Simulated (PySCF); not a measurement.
SMILES CC#C/C(C#N)=C\OC, C7H7NO

Molfile (atoms numbered from 1):
```
C7H7NO
     RDKit          3D

 16 15  0  0  0  0  0  0  0  0999 V2000
    3.4316    0.6165   -0.0408 C   0  0  0  0  0  0  0  0  0  0  0  0
    2.1300    0.0020   -0.1474 C   0  0  0  0  0  0  0  0  0  0  0  0
    1.0382   -0.4947   -0.2307 C   0  0  0  0  0  0  0  0  0  0  0  0
   -0.2273   -1.1204   -0.3425 C   0  0  0  0  0  0  0  0  0  0  0  0
   -0.2257   -2.4655   -0.7730 C   0  0  0  0  0  0  0  0  0  0  0  0
   -0.2097   -3.5577   -1.1233 N   0  0  0  0  0  0  0  0  0  0  0  0
   -1.4015   -0.5134   -0.0663 C   0  0  0  0  0  0  0  0  0  0  0  0
   -1.4712    0.7625    0.3484 O   0  0  0  0  0  0  0  0  0  0  0  0
   -2.7632    1.2677    0.5935 C   0  0  0  0  0  0  0  0  0  0  0  0
    4.2027   -0.0942   -0.3370 H   0  0  0  0  0  0  0  0  0  0  0  0
    3.6132    0.9291    0.9876 H   0  0  0  0  0  0  0  0  0  0  0  0
    3.4858    1.4911   -0.6891 H   0  0  0  0  0  0  0  0  0  0  0  0
   -2.3340   -1.0593   -0.1765 H   0  0  0  0  0  0  0  0  0  0  0  0
   -2.6313    2.2954    0.9257 H   0  0  0  0  0  0  0  0  0  0  0  0
   -3.2721    0.6950    1.3754 H   0  0  0  0  0  0  0  0  0  0  0  0
   -3.3729    1.2548   -0.3154 H   0  0  0  0  0  0  0  0  0  0  0  0
  1  2  1  0
  2  3  3  0
  3  4  1  0
  4  5  1  0
  5  6  3  0
  4  7  2  0
  7  8  1  0
  8  9  1  0
  1 10  1  0
  1 11  1  0
  1 12  1  0
  7 13  1  0
  9 14  1  0
  9 15  1  0
  9 16  1  0
M  END
```

Theory: PySCF 2.14.0, GIAO PBE/pcSseg-1 magnetisability, rotational g tensor and spin-rotation constants, non-relativistic, gas phase. Geometry: GFN2-xTB.

(1) Give the nuclear spin-rotation constants along the inertial axes (H = +C I·J) beside the isotropic shieldings.

Answers

(1) Rotational constants 1.6335, 1.1279, 0.6728 GHz. A star marks the isotopologue with that one atom substituted, in its own axes.
```csv
atom,isotope,Caa (kHz),Cbb (kHz),Ccc (kHz),mean (kHz),σ (ppm)
N6,14N,0.340,0.059,0.153,0.184,-43.1
H10,1H,-0.018,-0.080,-0.071,-0.056,29.4
H11,1H,-0.177,-0.071,-0.011,-0.086,29.4
H12,1H,-0.177,-0.067,-0.013,-0.086,29.4
H13,1H,0.032,-0.007,-0.085,-0.020,24.7
H14,1H,-0.185,0.072,-0.072,-0.062,27.5
H15,1H,-0.126,-0.089,-0.002,-0.073,27.7
H16,1H,-0.129,-0.092,0.001,-0.074,27.7
C1,13C*,0.203,0.144,0.089,0.145,176.4
C2,13C*,0.318,0.305,0.248,0.290,79.4
C3,13C*,0.240,0.277,0.219,0.245,105.6
C4,13C*,0.359,0.415,0.097,0.290,101.5
C5,13C*,0.699,0.030,0.299,0.343,64.1
C7,13C*,0.663,0.555,0.163,0.461,11.4
O8,17O*,-0.479,-0.181,-0.046,-0.235,183.6
C9,13C*,0.233,0.269,0.171,0.224,120.1
```
For the geometry as given, no vibrational averaging.
